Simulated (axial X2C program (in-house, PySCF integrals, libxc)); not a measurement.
# Excited states of LiIn by EOM-EE-CCSD

Computed with an axial X2C code built on PySCF integrals: two-component X2C with atomic mean-field Coulomb and Gaunt terms, Gaussian nuclei, basis In dyall-acv3z, Li dyall-acv3z with contracted cores.

R = 2.991 Å (near the PBE0 minimum at charge 0 of the determinant lowest at the starting distance; the state shown can have its own minimum elsewhere).

Hartree–Fock spinors of LiIn (one of each Kramers pair; a window near the gap, which can cut inner shells):

```
  ω  occupied  ε (eV)                     character
1/2       yes  -27.40                     100% In d
5/2       yes  -26.70                     100% In d
3/2       yes  -26.51                     100% In d
1/2       yes  -26.43                     100% In d
1/2       yes  -10.61   74% In s, 12% Li p, 8% Li s
1/2       yes   -4.79   64% In p, 26% Li s, 4% In s
1/2        no   -0.02  53% Li s, 31% Li p, 10% In p
3/2        no    0.16            85% Li p, 15% In p
1/2        no    0.16   81% Li p, 14% In p, 4% Li s
1/2        no    0.27             90% Li p, 6% Li s
1/2        no    0.40  42% Li p, 36% In p, 20% Li s
3/2        no    0.45            51% Li p, 47% In p
```

Vertical excitation energies from the closed-shell determinant state of LiIn:

```tsv
Ω	excitation (eV)	cm⁻¹	hole of the leading pair	particle of the leading pair	weight of the pair (for Ω = 0 its time-reversed partner can hold as much again)	singles weight
0⁻	0.364	2932	61% In pσ, 27% Li sσ	70% In pπ, 19% Li pπ	0.48	0.96
0⁺	0.406	3273	61% In pσ, 27% Li sσ	69% In pπ, 20% Li pπ	0.48	0.96
1	0.423	3415	61% In pσ, 27% Li sσ	70% In pπ, 18% Li pπ, 6% Li dπ	0.60	0.96
2	0.511	4123	61% In pσ, 27% Li sσ	71% In pπ, 22% Li pπ, 6% Li dπ	0.95	0.96
1	0.970	7822	61% In pσ, 27% Li sσ	76% In pπ, 18% Li pπ, 7% Li dπ	0.54	0.95
0⁻	1.162	9373	61% In pσ, 28% Li sσ	34% Li pσ, 30% Li sσ, 20% In pσ	0.48	0.97
1	1.188	9583	61% In pσ, 28% Li sσ	32% Li pσ, 26% Li sσ, 20% In pσ	0.92	0.96
0⁺	2.058	16602	61% In pσ, 27% Li sσ	44% Li pσ, 30% Li sσ, 11% In sσ	0.41	0.82
1	2.536	20456	61% In pσ, 27% Li sσ	58% Li pπ, 20% In dπ, 14% In pπ	0.50	0.87
2	2.559	20639	61% In pσ, 27% Li sσ	55% Li pπ, 21% In dπ, 16% In pπ	0.87	0.88
```

This point took 44 s on 1 thread of AMD EPYC 9R14 (Zen 4), on a shared host.

Reference electrons by ω block (each with its −ω partner): 1/2: 17, 3/2: 7, 5/2: 2. 14 electrons of LiIn correlated (inner shells frozen), 88 natural virtual spinors (a truncated set); levels can be off by some tenths of an eV. Roots sought by Ω: (0: 5, 1: 4, 2: 3, 3: 1); rows need 60 % singles weight and stop where some Ω has no more roots. Missing are any skipped roots, higher Ω and states of a further excitation; these come out far too high here and may in truth be low or lowest. T1 of the reference 0.016 (Lee–Taylor). Some roots did not converge and are left out. Number of frozen shells: In 4 s, 3 p, 1 d; Li 1 s.
